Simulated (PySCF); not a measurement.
C₅H₈PSi (charge -1).
Atom-mapped SMILES: `[CH3:1][c:2]1[cH:3][p-:4][cH:5][c:6]1[SiH3:7]`

NICS = −σ at a ghost point: NICS(0) at the centroid of the ring atoms, NICS(1) 1 Å to either side along the normal of their mean plane, zz for the tensor component along that normal. Level: GIAO B97-2/pcSseg-1 (PySCF, non-relativistic, gas phase) on the PBE0-D3(BJ)/def2-SVP geometry, one conformer.

Ring bond lengths (Å): C2–C3 1.392, C3–P4 1.769, P4–C5 1.752, C5–C6 1.411, C6–C2 1.431.

**Question.** Give the NICS values of each ring in ppm.

**Answer.** 
```csv
ring,type,NICS(0),"NICS(1), two faces","NICS(1)zz, two faces",rms pucker (Å),"centre to ring atoms, mean (Å)"
C2–C3–P4–C5–C6,5-membered ring with P; formal bonds all aromatic,-11.9,-11.4 / -11.4,-28.9 / -28.9,0.00,1.31
```

**Question.** What can be read from them?

**Answer.** 
- C2–C3–P4–C5–C6: mean NICS(1)zz -28.9 ppm, shielded.

**Question.** What does the geometric index give? HOMA = 1 − mean of α(R − Ropt)² over the ring bonds, with Krygowski's 1993 parameters (CC: Ropt 1.388 Å, α 257.7 Å⁻²; CP: Ropt 1.698 Å, α 118.91 Å⁻²).

**Answer.** 
- C2–C3–P4–C5–C6: HOMA 0.69; the largest term is that of C3–P4, α(R − Ropt)² = 0.59.

**Question.** How shielded are the nuclei of the rings and their hydrogens (means over atoms taken as equivalent)?

**Answer.** 
```json
{"atoms": "C2", "environment": "substituted aromatic carbon", "σ isotropic (ppm)": "52.1"}
{"atoms": "C3", "environment": "aromatic CH carbon", "σ isotropic (ppm)": "49.2"}
{"atoms": "P4", "environment": "phosphorus bonded to 2 C", "σ isotropic (ppm)": "221.7"}
{"atoms": "C5", "environment": "aromatic CH carbon", "σ isotropic (ppm)": "32.4"}
{"atoms": "C6", "environment": "substituted aromatic carbon", "σ isotropic (ppm)": "80.2"}
{"atoms": "H on C3", "environment": "aromatic hydrogen", "σ isotropic (ppm)": "24.82"}
{"atoms": "H on C5", "environment": "aromatic hydrogen", "σ isotropic (ppm)": "24.07"}
```

**Question.** How do the values depend on the level or the medium?

**Answer.** 
```csv
level,"NICS(0), C2–C3–P4–C5–C6","mean NICS(1)zz, C2–C3–P4–C5–C6"
"B97-2/pcSseg-1, gas",-11.9,-28.9
"PBE0/pcSseg-1, gas",-11.9,-29.1
"PBE0/pcSseg-1, IEF-PCM dimethylsulfoxide",-11.4,-29.2
"PBE0/pcSseg-1, IEF-PCM tetrahydrofuran",-11.5,-29.2
```

The geometry is the same throughout; the continuum's cavity takes Bondi-type radii × 1.2.
